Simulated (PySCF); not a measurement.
BF₄H₂P.
Geometry (PBE0-D3(BJ)/def2-SVP, Å), atoms numbered from 1 in this order:
```
atom  x, y, z in Å
F1     1.8180    1.3696    0.0019
P2     0.9557    0.0218    0.0100
B3    -1.2750    0.0216   -0.0415
F4    -1.6122    0.7089    1.0609
F5    -1.5766    0.5703   -1.2284
F6    -1.3589   -1.3307    0.0398
H7     1.5902   -0.7225   -1.0207
H8     1.5133   -0.6583    1.1255
```

Method: EOM-IP-CCSD/aug-cc-pVDZ in PySCF, restricted Hartree–Fock reference, 10 core orbitals frozen, non-relativistic, gas phase, PBE0-D3(BJ)/def2-SVP geometry.

Hartree–Fock orbital energies give these Koopmans values (eV): HOMO 12.52, HOMO-1 15.68, HOMO-2 16.88, HOMO-3 17.53, HOMO-4 17.54, HOMO-5 18.04, HOMO-6 18.04, HOMO-7 18.88.

Q: What vertical ionisation energies does EOM-IP-CCSD give?

A: 
| leading hole (HF orbital) | Koopmans (eV) | EOM-IP-CCSD (eV) | change (eV) | one-hole share |
| --- | --- | --- | --- | --- |
| HOMO | 12.52 | 11.63 | -0.89 | 0.96 |
| HOMO-2 | 16.88 | 14.34 | -2.54 | 0.95 |
| HOMO-1 | 15.68 | 14.58 | -1.10 | 0.95 |
| HOMO-3 | 17.53 | 15.15 | -2.38 | 0.95 |
| HOMO-4 | 17.54 | 15.21 | -2.33 | 0.95 |
| HOMO-5 | 18.04 | 15.62 | -2.42 | 0.94 |
| HOMO-6 | 18.04 | 15.63 | -2.41 | 0.95 |
| HOMO-7 | 18.88 | 16.62 | -2.26 | 0.94 |

Q: Does the order of the lines follow the orbital energies?

A: No: the HOMO-2 hole (14.34 eV) falls below the HOMO-1 hole (14.58 eV). The corrections run from -2.54 to -0.89 eV, with a mean of -2.04 eV over the 8 lines; no line lies above its Koopmans value.

Q: At what kinetic energies would He I light (21.22 eV) eject these electrons?

A: 9.59 eV (HOMO), 6.88 eV (HOMO-2), 6.64 eV (HOMO-1), 6.07 eV (HOMO-3), 6.01 eV (HOMO-4), 5.60 eV (HOMO-5), 5.59 eV (HOMO-6), 4.60 eV (HOMO-7).

Lines less than 0.15 eV apart could change places at a higher level. One root was sought for each valence orbital with −ε under 21 eV, eight at most, so deeper holes and satellites are missing; no vibrational structure.

On one thread of an Arm Neoverse V1, shared host with 32 logical CPUs at a one-minute load of 17, this took 8.5 min of wall time and 2.9 GiB of memory at its peak.
